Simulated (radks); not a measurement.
Results of a calculation; reference values are marked as such.
Fractional charge and spin in the 3p shell of iron: the spin-up occupation runs from 2 to 3 and the spin-down occupation from 2 to 3; the fullest corner is Fe3+, [Ne] 3s2 3d(up 2.5, down 2.5) 3p(up 3, down 3). Code: a radial shooting solver on a logarithmic mesh with Libxc functionals. Model: scalar-relativistic Kohn-Sham, r2SCAN, spin-polarised, spherical densities, finite nucleus; meta-GGA in the generalised Kohn-Sham scheme; Fermi nuclear charge, rms radius of each element as measured or else 0.836 A^(1/3) + 0.57 fm. Energy (eV) minus the two flat planes that join the four corners (they meet along the diagonal where the two added fractions sum to one electron); zero is where a piecewise linear energy would lie.

\begin{tabular}{lrrrrr}
down \ up & 2 & 2.25 & 2.5 & 2.75 & 3 \\ \hline
2 & 0.000 & -2.100 & -2.789 & -2.083 & 0.000 \\
2.25 & -2.100 & -2.650 & -1.811 & 0.399 & -1.952 \\
2.5 & -2.789 & -1.811 & 0.532 & -1.692 & -2.589 \\
2.75 & -2.083 & 0.399 & -1.692 & -2.461 & -1.930 \\
3 & 0.000 & -1.952 & -2.589 & -1.930 & 0.000 \\
\end{tabular}

Corners above the fullest one (they belong to Fe4+ and the next ion): (up 3, down 2) 109.05 eV, (up 2, down 3) 109.05 eV, (up 2, down 2) 241.75 eV. With half an added electron in each spin the energy lies 0.532 eV from the planes, and with half an added electron in spin up alone -2.789 eV. The planes are only a guide here: the flat-plane condition holds for ground states with one frontier orbital, while this shell lies below other occupied shells, so the corners above the fullest one are inner-hole states and not the ground states of those ions.
